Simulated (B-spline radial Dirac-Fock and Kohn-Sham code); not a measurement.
Dipole and non-dipole photoemission parameters of Tb⁴⁺ 5p1/2

System: the Tb⁴⁺ ion in the configuration [Xe] 4f7; threshold 78.62 eV (orbital energy of the model). Method: Dirac-Hartree-Slater photoionisation with a Latter tail; cross sections with all multipoles, angular parameters from the dipole term and its interference with E2. Computed with a B-spline atomic structure program.

The run's input, task.json:

```json
{"items": [{
  "Z": 65,
  "q": 4,
  "cfg": [[1, 0, 2], [2, 0, 2], [2, 1, 6], [3, 0, 2], [3, 1, 6], [3, 2, 10], [4, 0, 2], [4, 1, 6], [4, 2, 10], [4, 3, 7], [5, 0, 2], [5, 1, 6]],
  "A": 159,
  "rrms": 5.06,
  "do": "xps",
  "hv": [55.9, 60, 62.0, 63.6, 73.8, 80, 100, 113.0, 116.0, 150, 200, 400.0, 508.0, 528.0, 600, 1240.0, 1920.0, 2410.0, 2970.0, 2984.4, 3190.0, 3560.0, 5370.0, 5380.0, 5550.0, 5990.0, 6000, 9820.0, 12800.0]
}]}
```

Command: `python xray2_run.py task.json out`

For linearly polarised light dσ/dΩ = σ/(4π) [1 + β P₂(cos θ) + (δ + γ cos²θ) sin θ cos φ], with θ from the polarisation vector and φ the angle between the beam and the projection of the electron momentum on the plane normal to the polarisation.

```
hν (eV)  σ (kb)       β       γ       δ
    100     160   0.591   0.384  -0.033
    113     117   0.272   0.280  -0.020
    116     111   0.219   0.253  -0.017
    150    68.0  -0.090   0.018   0.016
    200    47.3   0.186  -0.060   0.038
    400    23.1   1.127   0.250   0.021
    508    18.2   1.335   0.302   0.013
    528    17.5   1.363   0.305   0.012
    600    15.2   1.442   0.307   0.009
   1240       ?       ?       ?       ?
   1920    2.87   1.720  -0.008  -0.003
   2410    1.93   1.716  -0.020  -0.003
   2970    1.32   1.703   0.011  -0.003
 2984.4    1.30   1.702   0.012  -0.003
   3190    1.15   1.696   0.032  -0.003
   3560   0.926   1.683   0.074  -0.003
   5370   0.397   1.619   0.335   0.002
   5380   0.396   1.619   0.337   0.002
   5550   0.370   1.613   0.363   0.002
   5990   0.314   1.598   0.431   0.004
   6000   0.312   1.597   0.432   0.004
   9820   0.100   1.481   0.977   0.026
  12800  0.0521   1.405   1.322   0.047
```

Question: Give the values at 1240 eV.

Answer: σ = 5.77 kb, β = 1.686, γ = 0.111, δ = -0.001.
